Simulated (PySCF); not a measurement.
Method: r2SCAN-D4/def2-TZVP (PySCF). Gas-phase values, no solvent. One relaxed conformer stands for a flexible species; it need not be the lowest. Delta-SCF ions had no search for a lower state. 

Reference species (SMILES): `[H]/N=C/NCO` (neutral, multiplicity 1).

| Quantity | Value |
|---|---|
| HOMO | -6.14 eV |
| S1 oscillator strength | 0.007 |
| vertical ionisation energy (Delta-SCF) | 9.21 eV |
| HOMO–LUMO gap | 5.69 eV |

After one change: the HOMO rises by 0.48 eV; the S1 oscillator strength hardly moves; the vertical ionisation energy (Delta-SCF) falls by 0.46 eV; the HOMO–LUMO gap goes up by 0.59 eV.

Problem. Name the change that produced these shifts. The new species is one of these.
A. `[H]/N=C(\O)NC` (C–N–C–O torsion -171°, N–C–O–H torsion -2°)
B. `[H]/N=C/OCN`
C. `NC/N=C/O`
D. `[H]/N=C(\N)CO` (N–C–C–O torsion -159°, C–C–O–H torsion 72°)

Solution. A, `[H]/N=C(\O)NC` (C–N–C–O torsion -171°, N–C–O–H torsion -2°)
